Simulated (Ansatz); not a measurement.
Reaction (ligand exchange at the Al–F bond): `[F][Al]([SH])[SH]` + H₂S → `[SH][Al]([SH])[SH]` + H–F

Gas-phase electronic energies from Ansatz, PBE0-D4/def2-TZVP geometries. CBS: MP2 limit from def2 TZ/QZ plus the TZ coupled-cluster correction, frozen cores. This one scheme is used for every species. DFT in def2-TZVPP. One conformer a species, not always the lowest.

`[F][Al]([SH])[SH]`:

Cartesian coordinates in Å:
```
F -1.237 0.783 -0.853
Al -0.035 0.022 -0.024
S 0.834 -1.786 -0.837
S 0.646 0.849 1.857
H 0.030 -1.730 -1.915
H -0.237 1.862 1.772
```

H₂S:

Z-matrix (Å, degrees):
```
S
H 1 1.341
H 1 1.341 2 92.3
```

`[SH][Al]([SH])[SH]`:

Z-matrix (Å, degrees):
```
Al
S 1 2.180
S 1 2.174 2 119.1
S 1 2.177 2 123.9 3 -180.0
H 2 1.344 1 93.9 3 -179.4
H 3 1.345 1 92.6 2 0.5
H 4 1.344 1 93.5 2 0.6
```

H–F:

```xyz
2

F    -0.119   -0.300   -0.327
H     0.119    0.300    0.327
```

CCSD(T)/CBS gives +67.8 kJ/mol.

Task: Another level gave +66.1 kJ/mol. Which?
A. CAM-B3LYP-D4/def2-TZVPP
B. BLYP/def2-TZVPP
C. MP2/def2-TZVPP
D. PBE0-D4/def2-TZVPP

Result: C. MP2/def2-TZVPP 66.1, PBE0-D4 60.6, CAM-B3LYP-D4 80.9, BLYP 85.7 kJ/mol.

Largest T1 diagnostic among the species: 0.012.

Leaving LDA and LC-ωPBE aside and taking each functional with its dispersion term where it has one, the values, not all of them listed here, spread over 21.4 kJ/mol, from revPBE-D4 to CAM-B3LYP-D4. The D4 term adds −8.6 kJ/mol with B3LYP and −4.8 kJ/mol with PBE0; it sums over pairs of atoms, weighted by their polarisabilities, and B3LYP, whose exchange is more repulsive, gets the larger term. In def2-TZVPP, CCSD(T) changes the Hartree–Fock value by −15.1 kJ/mol (the triples alone add −3.7 kJ/mol) and MP2 by −19.4 kJ/mol.

B3LYP here is the variant with VWN-RPA as its local correlation; programs differ in this.
